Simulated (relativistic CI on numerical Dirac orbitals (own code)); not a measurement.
**Slater and spin-orbit integrals, Te11+**

Computed by Dirac-Coulomb-Breit CI, KLI orbitals optimised for each configuration, QED by a radiative potential, unscaled Slater integrals (own radial code, finite nucleus).

Slater integrals F^k, G^k are unscaled and averaged over j, outside the closed core [Ar] 3d10; ζ comes from projecting the Hamiltonian with its Breit term on Σ l·s of the shell.

- 4s2 4p6 4d5: F^2(4d,4d) = 119890, F^4(4d,4d) = 80729, ζ(4d) = 5850.3 cm⁻¹; <r>(4d) = 0.8486, <r^2>(4d) = 0.825 (bohr units).
- 4s2 4p5 4d6: ζ(4p) = 58008, F^2(4d,4d) = 120000, F^4(4d,4d) = 80807, F^2(4p,4d) = 125490, G^1(4p,4d) = 159300, G^3(4p,4d) = 100090, ζ(4d) = 5852 cm⁻¹; <r>(4p) = 0.7764, <r^2>(4p) = 0.682, <r>(4d) = 0.8475, <r^2>(4d) = 0.823 (bohr units).
- 4s2 4p6 4d4 4f: F^2(4d,4d) = 120090, F^4(4d,4d) = 80866, ζ(4d) = 5907, F^2(4d,4f) = 109140, F^4(4d,4f) = 71135, G^1(4d,4f) = 129840, G^3(4d,4f) = 82821, G^5(4d,4f) = 58977, ζ(4f) = 274.7 cm⁻¹; <r>(4d) = 0.8469, <r^2>(4d) = 0.8219, <r>(4f) = 0.977, <r^2>(4f) = 1.113 (bohr units).

Question: Give the Racah parameters of the d shell in 4s2 4p6 4d5.

Answer: B = F²/49 − 5F⁴/441 = 1531 cm⁻¹ and C = 35F⁴/441 = 6407 cm⁻¹.

Averages of the first 10 configurations, taken without configuration mixing, which lowers the lowest level and can move excited configurations by several eV; other configurations of the list can lie among them:

```tsv
Configuration	Parity	States	Average energy above the lowest level (eV)
4s2 4p6 4d5	even	252	11.0
4s2 4p5 4d6	odd	1260	95.4
4s2 4p6 4d4 4f	odd	2940	97.6
4s2 4p4 4d7	even	1800	181.5
4s2 4p6 4d4 5s	even	420	84.6
4s 4p6 4d6	even	420	153.9
4s2 4p6 4d4 5p	odd	1260	103.3
4s2 4p6 4d3 5s2	even	120	163.1
4s2 4p6 4d3 4f 5s	odd	3360	172.6
4p6 4d7	even	120	299.5
```
